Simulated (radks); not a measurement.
Spherical quantum dot in the effective-mass picture: electrons in a hard-walled sphere of radius 3.79, all in effective atomic units (hartree* = m*/eps^2 hartree, bohr* = eps/m* bohr), one dielectric constant everywhere. Calculated with a radial shooting solver with Libxc functionals: non-relativistic Kohn-Sham, exchange-only LDA, spin-polarised, spherical densities. Levels are named by radial order and angular momentum (1s, 1p, 1d, 2s, ...), and open shells are averaged over m. Results are scaled to m* = 0.197 and eps = 4.9, for which hartree* = 223.3 meV and bohr* = 1.316 nm.

N = 11, configuration 1s2 1p6 1d(up 3, down 0). This is the lowest configuration that the search found. Occupied and some empty levels:

| level | occupation | eigenvalue (meV) | <r> (nm) |
|---|---|---|---|
| 1s up | 1 | 916.52 | 3.119 |
| 1s down | 1 | 931.85 | 3.088 |
| 1p up | 3 | 965.44 | 3.323 |
| 1p down | 3 | 982.05 | 3.311 |
| 1d up | 3 | 1043.9 | 3.476 |
| 1d down | 0 | 1061.2 | 3.471 |
| 1f up | 0 | 1147.7 | 3.597 |
| 1f down | 0 | 1165.3 | 3.596 |
| 2s up | 0 | 1171.2 | 2.293 |
| 2s down | 0 | 1179.0 | 2.297 |
| 2p up | 0 | 1312.3 | 2.635 |
| 2p down | 0 | 1322.4 | 2.630 |

Energy (meV): total 6199.18, kinetic 2079.2, external 0, Hartree 4875.1, exchange-correlation -755.11.
